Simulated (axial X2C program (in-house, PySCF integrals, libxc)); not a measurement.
# ScO: cheaper levels and CCSD(T), with spin–orbit coupling

Calculated with an in-house all-electron X2C program for linear molecules (integrals from PySCF). Two-component (2c) means X2C with spin–orbit coupling and atomic mean-field two-electron Coulomb and Gaunt terms. Basis: Sc dyall-cv3z [10s11p7d5f2g], O dyall-av3z [7s6p3d2f] (cores contracted in-house); Gaussian nuclei, density fitting, unrestricted open shells. Masses: Sc 44.956 u, O 15.995 u.

State: Ω = 1/2 (⟨Sz⟩ = 0.50, ⟨Lz⟩ = 0.00 at HF); fragments Sc + O.

| level | Re (Å) | ωe (cm⁻¹) | De (eV) |
| --- | --- | --- | --- |
| PBE0 | 1.645 | 1021.5 | 6.98 |
| HF | 1.649 | 1048.3 | 3.15 |
| CCSD | 1.669 | 1000.8 | 6.10 |
| BHandHLYP | 1.644 | 1039.7 | 5.79 |

Correlated methods: 9 electrons correlated (number of frozen shells: Sc 3 s, 2 p; O 1 s), 301 virtual spin orbitals or spinors in MP2, 90 natural virtuals in coupled cluster.

CCSD(T), same Hamiltonian and basis:

Re = 1.687 Å, ωe = 958.0 cm⁻¹, De = 6.61 eV; T1 = 0.033 (Lee–Taylor normalisation).

**Question.** Give the differences from CCSD(T) in the columns below.

**Answer.** 

| level | ΔRe (Å) | Δωe (cm⁻¹) | ΔDe (eV) |
| --- | --- | --- | --- |
| PBE0 | -0.042 | 64 | 0.37 |
| HF | -0.038 | 90 | -3.46 |
| CCSD | -0.018 | 43 | -0.51 |
| BHandHLYP | -0.043 | 82 | -0.82 |

Occupations by symmetry block were frozen at the best pattern of an incomplete PBE0 search. Dissociation energies refer to the lowest single-determinant-based atoms at the same level and basis. Density functionals use the spin component along the axis (collinear). CCSD and (T) use frozen natural virtuals with an MP2 correction for the truncation; (T) itself is uncorrected, so its De runs slightly low. The 2c atoms are single determinants rather than J levels; their spin–orbit lowering is only partly caught, and De is too large by that part. This holds for PBE0, BHandHLYP. Without a current term, density functionals place determinants with orbital angular momentum somewhat too high. The outer-core s and p shells of the metal are frozen in the correlated rows, which leaves out core–valence correlation; for alkali and alkaline-earth bonds that tends to lengthen them. The determinant is spin-polarised beyond a pure state at some levels (its spin-free form has ⟨S²⟩ too high), which makes Re and μ there less reliable.
